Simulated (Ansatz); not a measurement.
# Nudged elastic band run: AlCl2FH

input.yaml

```yaml
crystal:
  periodic: [false, false, false]
  atoms:
    - { symbol: Al, position_ang: [0.0, 0.0, -0.339394] }
    - { symbol: H, position_ang: [0.0, 0.0, 2.374412] }
    - { symbol: Cl, position_ang: [1.845742, 0.0, -1.364389] }
    - { symbol: Cl, position_ang: [-1.845742, 0.0, -1.364389] }
    - { symbol: F, position_ang: [0.0, 0.0, 3.30376] }
magnetization:
  spin_polarized: true
  initial_magnetization: 1
basis:
  gaussian: { orbitals: def2-SVP }
hamiltonian:
  xc: b3lyp
neb:
  order_check: false
  images: 5
  f_tol: 0.05
  max_iterations: 60
  final_atoms:
    - { symbol: Al, position_ang: [-0.25111342, -0.78649326, -0.05904383] }
    - { symbol: H, position_ang: [0.66289826, 0.33397797, 1.7414732] }
    - { symbol: Cl, position_ang: [1.68652608, 0.27365604, -0.11868269] }
    - { symbol: Cl, position_ang: [-1.91587356, 0.27365604, -0.8606119] }
    - { symbol: F, position_ang: [-0.18243736, -0.09479679, 1.90686522] }
  initial_path:
    images:
      - { positions_ang: [[0.0, 0.0, -0.339394], [0.0, 0.0, 2.374412], [1.845742, 0.0, -1.364389], [-1.845742, 0.0, -1.364389], [0.0, 0.0, 3.30376]] }
      - { positions_ang: [[0.0, 0.0, -0.22626267], [0.0, 0.0, 2.18627467], [1.874228, 0.0, -1.28125933], [-1.874228, 0.0, -1.28125933], [0.0, 0.0, 3.21250667]] }
      - { positions_ang: [[0.0, 0.0, -0.11313133], [0.0, 0.0, 1.99813733], [1.902714, 0.0, -1.19812967], [-1.902714, 0.0, -1.19812967], [0.0, 0.0, 3.12125333]] }
      - { positions_ang: [[0.0, 0.0, 0.0], [0.0, 0.0, 1.81], [1.9312, 0.0, -1.115], [-1.9312, 0.0, -1.115], [0.0, 0.0, 3.03]] }
      - { positions_ang: [[-0.08370447, -0.26216442, -0.01968128], [0.22096609, 0.11132599, 1.78715773], [1.84964203, 0.09121868, -0.78289423], [-1.92609119, 0.09121868, -1.03020397], [-0.06081245, -0.03159893, 2.65562174]] }
      - { positions_ang: [[-0.16740894, -0.52432884, -0.03936256], [0.44193217, 0.22265198, 1.76431546], [1.76808405, 0.18243736, -0.45078846], [-1.92098237, 0.18243736, -0.94540793], [-0.12162491, -0.06319786, 2.28124348]] }
      - { positions_ang: [[-0.25111342, -0.78649326, -0.05904383], [0.66289826, 0.33397797, 1.7414732], [1.68652608, 0.27365604, -0.11868269], [-1.91587356, 0.27365604, -0.8606119], [-0.18243736, -0.09479679, 1.90686522]] }
```

Launched with:

```bash
$ ansatz run input.yaml --threads 2 --pin off --max-ram 3072MiB --backend cpu --events-out ev --progress --plain --runs-dir out
```

Output, in part (warnings, iteration lines, the closing report on the highest movable image, with atoms numbered from 0):

```
NEB end point (image 0): max|allowed force component| = 1.081e-2 eV/Å (the criterion of neb.relax_end_points is 1.000e-2)
NEB end point (image 6): max|allowed force component| = 1.865e-2 eV/Å (the criterion of neb.relax_end_points is 1.000e-2)
NEB iter   1: max|band force component| = 7.285e0 eV/Å  barrier→ = 1.1019 eV  barrier← = 1.7508 eV  Δτ_max = 0.1954 Å  (201 SCF iters)
NEB iter   2: max|band force component| = 3.140e0 eV/Å  barrier→ = 0.5848 eV  barrier← = 1.2337 eV  Δτ_max = 0.2000 Å  (151 SCF iters)
NEB iter   3: max|band force component| = 3.288e0 eV/Å  barrier→ = 0.5046 eV  barrier← = 1.1534 eV  Δτ_max = 0.1025 Å  (150 SCF iters)
NEB iter   4: max|band force component| = 1.228e0 eV/Å  barrier→ = 0.3174 eV  barrier← = 0.9663 eV  Δτ_max = 0.1951 Å  (149 SCF iters)
NEB iter   5: max|band force component| = 1.245e0 eV/Å  barrier→ = 0.1369 eV  barrier← = 0.7858 eV  Δτ_max = 0.1947 Å  (157 SCF iters)
NEB iter   6: max|band force component| = 8.204e-1 eV/Å  barrier→ = 0.0000 eV  barrier← = 0.6489 eV  Δτ_max = 0.1933 Å  (152 SCF iters)
NEB iter   7: max|band force component| = 2.511e0 eV/Å  barrier→ = 0.0000 eV  barrier← = 0.6489 eV  Δτ_max = 0.1011 Å  (149 SCF iters)
NEB iter   8: max|band force component| = 1.281e0 eV/Å  barrier→ = 0.0000 eV  barrier← = 0.6489 eV  Δτ_max = 0.1019 Å  (145 SCF iters)
NEB iter   9: max|band force component| = 1.852e0 eV/Å  barrier→ = 0.0000 eV  barrier← = 0.6489 eV  Δτ_max = 0.0503 Å  (144 SCF iters)
NEB iter  10: max|band force component| = 3.775e-1 eV/Å  barrier→ = -0.0497 eV  barrier← = 0.5992 eV  CI = image 1  Δτ_max = 0.0996 Å  (134 SCF iters)
NEB iter  11: max|band force component| = 3.039e-1 eV/Å  barrier→ = -0.0289 eV  barrier← = 0.6200 eV  CI = image 1  Δτ_max = 0.0995 Å  (139 SCF iters)
NEB iter  12: max|band force component| = 2.662e-1 eV/Å  barrier→ = -0.0271 eV  barrier← = 0.6218 eV  CI = image 1  Δτ_max = 0.1021 Å  (141 SCF iters)
NEB iter  13: max|band force component| = 2.769e-1 eV/Å  barrier→ = -0.0222 eV  barrier← = 0.6267 eV  CI = image 1  Δτ_max = 0.1013 Å  (138 SCF iters)
NEB iter  14: max|band force component| = 6.638e-2 eV/Å  barrier→ = -0.0383 eV  barrier← = 0.6106 eV  CI = image 1  Δτ_max = 0.1799 Å  (137 SCF iters)
NEB iter  15: max|band force component| = 2.549e-1 eV/Å  barrier→ = -0.0162 eV  barrier← = 0.6327 eV  CI = image 1  Δτ_max = 0.0921 Å  (143 SCF iters)
NEB iter  16: max|band force component| = 1.390e-1 eV/Å  barrier→ = -0.0285 eV  barrier← = 0.6204 eV  CI = image 1  Δτ_max = 0.1680 Å  (135 SCF iters)
NEB iter  17: max|band force component| = 1.507e-1 eV/Å  barrier→ = -0.0130 eV  barrier← = 0.6359 eV  CI = image 1  Δτ_max = 0.1441 Å  (141 SCF iters)
NEB iter  18: max|band force component| = 1.738e-1 eV/Å  barrier→ = -0.0146 eV  barrier← = 0.6342 eV  CI = image 1  Δτ_max = 0.1867 Å  (138 SCF iters)
NEB iter  19: max|band force component| = 1.626e-1 eV/Å  barrier→ = -0.0250 eV  barrier← = 0.6239 eV  CI = image 1  Δτ_max = 0.1943 Å  (137 SCF iters)
NEB iter  20: max|band force component| = 2.074e-1 eV/Å  barrier→ = -0.0263 eV  barrier← = 0.6226 eV  CI = image 1  Δτ_max = 0.1982 Å  (137 SCF iters)
NEB iter  21: max|band force component| = 9.521e-2 eV/Å  barrier→ = -0.0430 eV  barrier← = 0.6059 eV  CI = image 1  Δτ_max = 0.1956 Å  (141 SCF iters)
NEB iter  22: max|band force component| = 1.420e-1 eV/Å  barrier→ = -0.0315 eV  barrier← = 0.6174 eV  CI = image 1  Δτ_max = 0.1922 Å  (141 SCF iters)
NEB iter  23: max|band force component| = 6.706e-2 eV/Å  barrier→ = -0.0286 eV  barrier← = 0.6203 eV  CI = image 1  Δτ_max = 0.1899 Å  (138 SCF iters)
NEB iter  24: max|band force component| = 9.290e-2 eV/Å  barrier→ = -0.0188 eV  barrier← = 0.6300 eV  CI = image 1  Δτ_max = 0.1098 Å  (138 SCF iters)
NEB iter  25: max|band force component| = 4.157e-2 eV/Å  barrier→ = -0.0087 eV  barrier← = 0.6402 eV  CI = image 1  Δτ_max = 0.0572 Å  (139 SCF iters)
NEB iter  26: max|band force component| = 1.279e-1 eV/Å  barrier→ = -0.0046 eV  barrier← = 0.6443 eV  CI = image 1  Δτ_max = 0.0861 Å  (26 SCF iters)
NEB iter  27: max|band force component| = 3.465e-2 eV/Å  barrier→ = -0.0013 eV  barrier← = 0.6476 eV  CI = image 1  Δτ_max = 0.0000 Å  (277 SCF iters)
Total energy: -34366.92351566 eV, -1262.9611444629 hartree
Atom 0 at    -0.004282    -0.003312    -0.341628 Å, force    -0.003892    -0.009167     0.020022 eV/Å
Atom 1 at     0.029861    -0.062337     2.378571 Å, force     0.004883    -0.017443     0.019011 eV/Å
Atom 2 at     1.840807     0.040093    -1.366271 Å, force     0.001753     0.005648    -0.011064 eV/Å
Atom 3 at    -1.853115    -0.034689    -1.359904 Å, force     0.002656     0.005585    -0.004692 eV/Å
Atom 4 at    -0.013272     0.060245     3.299233 Å, force    -0.005401     0.015378    -0.023278 eV/Å
Dipole moment:     0.013080    -0.039142    -0.235798 e Å
```

It converged. The band force fell under the threshold earlier too, but the program's further tests of the path sent the band on. The highest image is an end point: on this band no image between the ends rises above it. A vibrational analysis next to that end finds imaginary modes (195i, 170i cm⁻¹), so it isn't a minimum.

Final band:

```
image  path coordinate (Å)  energy (eV)
    0                 0.00        0.000
    1                 0.09       -0.001
    2                 0.81       -0.092
    3                 1.53       -0.272
    4                 2.24       -0.440
    5                 2.96       -0.513
    6                 3.68       -0.649
```

The run took 3.7 min on 2 threads of Arm Neoverse V2, with other jobs on the host, peak memory 0.19 GiB.
